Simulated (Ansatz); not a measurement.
`CC(C)(C)/C=C/C(C)(C)C` → `CCCCCC1CCCC1`  (isomerisation)

Program: Ansatz. Geometries: PBE0-D4/def2-TZVP. ΔE: electronic, gas phase. CBS: MP2 limit from def2 TZ/QZ plus the TZ coupled-cluster correction, frozen cores. Functionals use def2-TZVPP. One conformer a species, not always the lowest.

(1) Is it downhill or uphill in electronic energy at CCSD(T)/CBS, and by how much? (Best estimate.)

(2) What do these levels give: PBE-D4, PBE0, HF/def2-TZVPP, CCSD(T)/def2-TZVPP, HF/def2-QZVPP, HF/CBS(def2)? (An estimate is asked.)

Largest T1 diagnostic among the species: 0.009.

Results:

(1) Computed: Downhill: ΔE = -28.7 kJ/mol.

(2) The calculation gave: PBE-D4 -36.3, PBE0 -51.5, HF/def2-TZVPP -36.6, CCSD(T)/def2-TZVPP -28.1, HF/def2-QZVPP -36.4, HF/CBS(def2) -36.4 kJ/mol.

The D4 term adds +6.3 kJ/mol with B3LYP and +3.6 kJ/mol with PBE0; it sums over pairs of atoms, weighted by their polarisabilities, and B3LYP, whose exchange is more repulsive, gets the larger term. In def2-TZVPP, CCSD(T) changes the Hartree–Fock value by +8.5 kJ/mol (the triples alone add +5.8 kJ/mol) and MP2 by +9.7 kJ/mol. From PBE to PBE0 (25 % exact exchange), in def2-TZVPP and without D4, ΔE moves by −11.2 kJ/mol.

B3LYP here is the variant with VWN-RPA as its local correlation; programs differ in this.
